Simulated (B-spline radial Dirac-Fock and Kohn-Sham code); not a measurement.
**Photoionisation of tin ions at Ag Lα (2984.4 eV)**

Calculated with a radial B-spline solver, using Dirac-Hartree-Slater photoionisation with all multipoles and Dirac-Fock thresholds. Cross sections in kb; a dash marks an empty subshell or a threshold above the photon energy.

```tsv
ion	configuration	total	3p3/2	3d3/2	3d5/2	4p1/2	5p1/2
Sn	[Kr] 4d10 5s2 5p2	122.9	33.0	16.7	23.7	3.13	0.0757
Sn⁺	[Kr] 4d10 5s2 5p1	122.7	33.0	16.7	23.7	3.09	0.0405
Sn⁴⁺	[Kr] 4d10	122.6	33.0	16.7	23.7	3.13	–
```
